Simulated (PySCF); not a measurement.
Vertical excitations of a molecule CH6ClFSi3 from TDA-B3LYP/def2-SVPD run with PySCF 2.14.0, as energy in eV (oscillator strength): 5.11 (0.009), 6.08 (0.010), 6.23 (0.140), 6.44 (0.130), 6.44 (0.060), 6.51 (0.087), 6.74 (0.010), 6.82 (0.036), 6.91 (0.040), 7.17 (0.008). Lowest triplet (TDA): 4.58 eV. The structure is a stationary point at PBE-D3(BJ)/def2-SVP. The values are those of a single conformer.

Question: Which structure fits?
A. F[Si@H]1C[Si@@H](Cl)[SiH2]1
B. F[Si@H]1C[SiH2][Si@H]1Cl
C. F[Si@@H]1[SiH2]C[Si@H]1Cl
D. F[Si@]1(Cl)C[SiH2][SiH2]1

Answer: D, F[Si@]1(Cl)C[SiH2][SiH2]1
